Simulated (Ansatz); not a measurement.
Program: Ansatz. Geometries: PBE0-D4/def2-TZVP. ΔE: electronic, gas phase. CBS: MP2 limit from def2 TZ/QZ plus the TZ coupled-cluster correction, frozen cores. This one scheme is used for every species. Each species was taken in one conformer, which may not be the lowest.

Consider the substitution at a C–Si bond: `B[SiH2]C[SiH3]` + H–F → `B[SiH2]CF` + SiH₄.

```csv
species,MP2/CBS(def2) energy (Eh)
`B[SiH2]C[SiH3]`,-646.29053
H–F,-100.38702
`B[SiH2]CF`,-455.19629
SiH₄,-291.42938
```

Q: Work out ΔE.

A: ΔE = (-455.19629) + (-291.42938) − (-646.29053) − (-100.38702) = 0.05188 Eh = +32.6 kcal/mol. CCSD(T)/CBS gives +29.1 kcal/mol.

Largest T1 diagnostic among the species: 0.012.

From PBE to PBE0 (25 % exact exchange), in def2-TZVPP and without D4, ΔE moves by +1.8 kcal/mol. In def2-TZVPP, CCSD(T) changes the Hartree–Fock value by +6.5 kcal/mol (the triples alone add +0.6 kcal/mol) and MP2 by +9.9 kcal/mol. The D4 term adds +2.5 kcal/mol with B3LYP and +1.4 kcal/mol with PBE0; it sums over pairs of atoms, weighted by their polarisabilities, and B3LYP, whose exchange is more repulsive, gets the larger term.

B3LYP here is the variant with VWN-RPA as its local correlation; programs differ in this.
